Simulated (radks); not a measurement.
Bi, 83 electrons, occupied as [Hg] 6p3. All-electron calculation, scalar-relativistic Kohn-Sham, LDA (Slater exchange, Perdew-Wang correlation), spin-unpolarised, spherical densities, finite nucleus; Fermi nuclear charge, rms radius 5.5211 fm. Program: a radial shooting solver on a logarithmic mesh with Libxc functionals. Some entries of the table are withheld. Estimate them.

orbital  occ.  eigenvalue (eV)  <r^2> (bohr^2)  r(max) (bohr)
1s          2        -90546.68       0.0003468       0.009671
2s          2        -16271.79             (1)        0.05624
2p          6        -13931.43        0.004488        0.04692
3s          2        -3927.585             (2)         0.1586
3p          6        -3258.600         0.03505         0.1589
3d         10        -2583.772         0.02903         0.1294
4s          2        -900.6333          0.1607         0.3560
4p          6        -681.2599          0.1844         0.3761
4d         10        -429.9245          0.2062         0.3816
5s          2        -157.8896          0.7722            (3)
4f         14        -152.9673          0.2322         0.3415
5p          6         -95.9712           1.012            (4)
5d         10         -27.1956           1.770          1.033
6s          2         -14.7418           5.319          1.866
6p          3              (5)           10.73          2.446
7s          0          -0.6506           61.64          5.910

Answer. 
(1) 2s <r^2> (bohr^2): 0.005251
(2) 3s <r^2> (bohr^2): 0.03375
(3) 5s r(max) (bohr): 0.7699
(4) 5p r(max) (bohr): 0.8593
(5) 6p eigenvalue (eV): -4.7701
